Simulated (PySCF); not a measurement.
Atoms are numbered as in `[CH3:1][O:2][c:3]1[cH:4][c:5]([CH3:6])[cH:7][c:8]([O:9][CH3:10])[p:11]1`; H(Xn) means a hydrogen on atom n.

Theory: GFN2-xTB geometry, shielding tensors at PBE0/pcSseg-1 (GIAO), in PySCF 2.14 (no solvent, a single conformation, fast rotation and ring inversion assumed for equivalent nuclei, non-relativistic Hamiltonian).

**Question.** Predict the 2D correlation tables (HSQC, COSY, HMBC).

**Answer.** 

HSQC (one-bond C–H):
```csv
δH,δC
7.22 (H(C4)/H(C7)),121.6 (C4/C7)
4.16 (H(C1)/H(C10)),59.1 (C1/C10)
2.54 (H(C6)),26.0 (C6)
```

HMBC (two and three bonds, from the bond graph):
```csv
δH,δC
7.22 (H(C4)/H(C7)),"201.2 (C3/C8), 148.3 (C5), 121.6 (C4/C7), 26.0 (C6)"
4.16 (H(C1)/H(C10)),201.2 (C3/C8)
2.54 (H(C6)),"148.3 (C5), 121.6 (C4/C7)"
```

No COSY cross peaks are expected.

Scale: 1H, 13C vs TMS (reference shieldings calculated alike).

Short H···H contacts in this conformer between protons four or more bonds apart (candidates for NOE cross peaks, intensity ∝ r⁻⁶): H(C4)···H(C6) 2.32 Å, H(C6)···H(C7) 2.67 Å.

Shifts are as computed. Against solution values, carbons near 30 ppm lie about +3 ppm off and those near 130 ppm about +5 ppm. Of 1211 compounds with measured shifts, 218 miss one by over three times the rms of a fit or turn the order of signals round; such compounds aren't used in these exercises.
